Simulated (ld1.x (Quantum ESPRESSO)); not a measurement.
Building the TM potential for Si (LDA (PZ), non-relativistic).

```
Element                 : silicon
Generator               : ld1.x (Quantum ESPRESSO) 7.5
Type                    : norm-conserving Troullier–Martins (Kleinman–Bylander form)
Functional              : LDA (PZ)
Relativity              : non-relativistic
Frozen core             : [Ne]
Valence charge          : 4
Reference configuration : 3s2 3p0 (charge +2)
Partial waves           : 3s (bound): rc 1.50 bohr; 3p (bound, empty): rc 1.85 bohr; 3d channel at 0.45 Ry: rc 1.60 bohr
Local potential         : the d channel
Core correction         : none
```

All-electron outer shells of the reference configuration (LDA (PZ), non-relativistic, ld1.x):

```json
{"shell": "3s", "level (eV)": "-28.60", "outermost node (bohr)": "0.72", "outermost maximum (bohr)": "1.69"}
{"shell": "3p", "level (eV)": "-20.67", "outermost node (bohr)": "0.71", "outermost maximum (bohr)": "1.89"}
```

Results:

| Property | Result |
| --- | --- |
| Cutoffs needed | 18 Ry and 40 Ry (the cutoffs (Ry, on a coarse ladder) from which the occupation-weighted sum of valence levels, in a spherical-Bessel basis at the reference potential, stays within 10 and 1 mRy of its value at 400 Ry) |
| Ghost test | no extra level below or beside the all-electron valence levels (s, p, d, f tested) (spherical-Bessel basis up to 400 Ry, 20 bohr box) |
| Largest excitation error | +111 meV (all-electron minus pseudo) for 3s1 3p0, out of 7 test configurations |

Generation and tests took about 1 s on one core of a shared server CPU.
